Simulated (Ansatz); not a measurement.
A structure relaxed at PBE-D4/def2-SVP in Ansatz, charge 0, singlet:

```xyz
18

B     1.543    1.347   -0.452
Si   -1.894    0.405   -0.943
Si    0.060   -0.853    2.057
Si    1.930   -0.234    0.755
Si   -1.662   -1.404    0.546
P     0.202    0.862   -1.748
H     2.541    1.661   -1.092
H     1.042    2.270    0.185
H    -2.783    0.170   -2.136
H    -2.295    1.689   -0.269
H     0.253   -2.032    2.980
H    -0.466    0.300    2.878
H     2.312   -1.510    0.031
H     3.050    0.055    1.725
H    -1.287   -2.585   -0.316
H    -3.021   -1.669    1.143
H     0.505   -0.286   -2.547
H    -0.030    1.811   -2.797
```

Give its formula.

Si₄BPH₁₂, a doped cluster cut from the lattice of silicon (B and P 2.4 A apart).

Summarise the bond lengths by kind (pairs closer than 1.2 times the sum of covalent radii, bridged metal pairs left out).

3 × Si–Si 2.35 to 2.36 Å; 1 × P–Si 2.29 Å; 1 × B–Si 2.03 Å; 1 × B–P 1.93 Å; 8 × H–Si 1.50 to 1.52 Å; 2 × B–H 1.23 Å; 2 × H–P 1.43 Å.
